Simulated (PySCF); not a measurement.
C2H6F2Si, SMILES C[C@H]([SiH2]F)F.

The structure is a stationary point at ωB97X-D3(BJ)/def2-SVP. The structure was generated by enumeration; whether it is a known compound was not checked. Other conformers were not sampled.

Method: TDA-M06-2X/def2-SVPD in PySCF 2.14.0.

Vertical excitations. Isolated molecule, no solvent.

Computed UV-visible absorptions:
```json
[
 {"state": "S1", "energy (eV)": "7.46", "λ (nm)": "166", "f": "0.001", "main pairs": "HOMO→LUMO 89 %"},
 {"state": "S2", "energy (eV)": "8.08", "λ (nm)": "153", "f": "0.018", "main pairs": "HOMO→LUMO+1 58 %, HOMO→LUMO+3 19 %, HOMO→LUMO+2 9 %"},
 {"state": "S3", "energy (eV)": "8.34", "λ (nm)": "149", "f": "0.003", "main pairs": "HOMO→LUMO+3 37 %, HOMO−1→LUMO 33 %, HOMO→LUMO+1 17 %"},
 {"state": "S4", "energy (eV)": "8.39", "λ (nm)": "148", "f": "0.013", "main pairs": "HOMO−1→LUMO 53 %, HOMO→LUMO+3 26 %"},
 {"state": "S5", "energy (eV)": "9.08", "λ (nm)": "136", "f": "0.233", "main pairs": "HOMO→LUMO+2 79 %"},
 {"state": "S6", "energy (eV)": "9.33", "λ (nm)": "133", "f": "0.006", "main pairs": "HOMO−2→LUMO 61 %, HOMO−2→LUMO+3 14 %"},
 {"state": "S7", "energy (eV)": "9.38", "λ (nm)": "132", "f": "0.120", "main pairs": "HOMO−1→LUMO+1 67 %"},
 {"state": "S8", "energy (eV)": "9.46", "λ (nm)": "131", "f": "0.032", "main pairs": "HOMO→LUMO+5 79 %"},
 {"state": "S9", "energy (eV)": "9.57", "λ (nm)": "129", "f": "0.022", "main pairs": "HOMO−2→LUMO+1 33 %, HOMO−2→LUMO 20 %, HOMO−2→LUMO+3 15 %, HOMO−1→LUMO+3 9 %"},
 {"state": "S10", "energy (eV)": "9.69", "λ (nm)": "128", "f": "0.041", "main pairs": "HOMO→LUMO+4 78 %"},
 {"state": "T1", "energy (eV)": "7.12", "λ (nm)": "174", "f": "0", "main pairs": "HOMO→LUMO 79 %"},
 {"state": "T2", "energy (eV)": "7.66", "λ (nm)": "162", "f": "0", "main pairs": "HOMO→LUMO+3 46 %, HOMO→LUMO+1 16 %, HOMO→LUMO 10 %"},
 {"state": "T3", "energy (eV)": "7.89", "λ (nm)": "157", "f": "0", "main pairs": "HOMO−1→LUMO 80 %"},
 {"state": "T4", "energy (eV)": "8.02", "λ (nm)": "155", "f": "0", "main pairs": "HOMO→LUMO+1 48 %, HOMO→LUMO+3 29 %, HOMO→LUMO+2 16 %"}
]
```
Triplets are in the Tamm–Dancoff approximation.
